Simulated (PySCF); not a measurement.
Te(SeH)(OSiH3), SMILES [SiH3]O[Te][SeH] (H4OSeSiTe) (CAM-B3LYP/def2-SVP optimised geometry):

```
8

Te     1.231    -0.608     1.449
Se     1.119     1.875     1.128
H      2.183     1.971     0.114
O      0.027    -1.255     0.000
Si    -1.640    -1.255     0.000
H     -2.177    -1.971     1.193
H     -2.072    -1.956    -1.237
H     -2.183     0.133     0.000
```

Level of theory: CAM-B3LYP/def2-TZVP, def2 effective core potentials past Kr run with PySCF.

Problem. What are the frontier orbital energies and the dipole moment?

Solution. HOMO-2 -9.69 eV, HOMO-1 -8.90 eV, HOMO -7.80 eV, LUMO -0.90 eV, LUMO+1 -0.87 eV; dipole moment 1.19 D.

On the same geometry PBE/def2-TZVP, def2 effective core potentials past Kr (PySCF) gives HOMO-2 -7.11 eV, HOMO-1 -6.52 eV, HOMO -5.42 eV, LUMO -2.76 eV, LUMO+1 -2.64 eV; dipole moment 1.05 D.
